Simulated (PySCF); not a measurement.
Isomers of C5H13NSi. Method used: TDDFT PBE0/def2-SVPD, vertical, gas phase, core orbitals frozen in the response in PySCF. Geometries: GFN2-xTB; one conformer of each isolated species. Triplets are in the Tamm–Dancoff approximation.

A. `C1CCN[Si@@H]1CC`
B. `C=C(C)[SiH2]N(C)C`
C. `C/C=C\[SiH2]N(C)C`

Lowest singlet levels (six at most, fewer where fewer were computed) with oscillator strengths:

1. 211 nm (f 0.003); 198 nm (f 0.015); 187 nm (f 0.047); 180 nm (f 0.026); 174 nm (f 0.007); 168 nm (f 0.037); T1 5.63 eV
2. 267 nm (f 0.005); 214 nm (f 0.029); 201 nm (f 0.010); 190 nm (f 0.116); 188 nm (f 0.152); 186 nm (f 0.018); T1 4.13 eV
3. 248 nm (f 0.002); 215 nm (f 0.019); 202 nm (f 0.012); 189 nm (f 0.012); 186 nm (f 0.010); 182 nm (f 0.011); T1 4.25 eV

Problem. Match each spectrum to its molecule.

Solution. 1 = A, 2 = C, 3 = B.
- A: S1 at 5.87 eV, HOMO→LUMO (92%); Löwdin shares by element: HOMO nitrogen 54%, carbon 11% or more, silicon 9%, hydrogen 6% or more (atoms not listed hold the other 21%); LUMO carbon 19% or more, silicon 17%, hydrogen 13% or more (atoms not listed hold the other 51%); HOMO -6.48 and LUMO 0.67 eV.
- B: S1 at 5.00 eV, HOMO→LUMO (98%); Löwdin shares by element: HOMO nitrogen 54%, carbon 17% or more, silicon 8% (atoms not listed hold the other 21%); LUMO carbon 61% or more, silicon 10%, hydrogen 6% or more (atoms not listed hold the other 23%); HOMO -6.29 and LUMO -0.16 eV.
- C: S1 at 4.65 eV, HOMO→LUMO (99%); Löwdin shares by element: HOMO nitrogen 54%, carbon 17% or more, silicon 8% (atoms not listed hold the other 22%); LUMO carbon 59% or more, silicon 16% (atoms not listed hold the other 25%); HOMO -6.20 and LUMO -0.41 eV.

Without π bonds the low states may be Rydberg-like; a valence basis with one diffuse set may place them up to an eV too high.
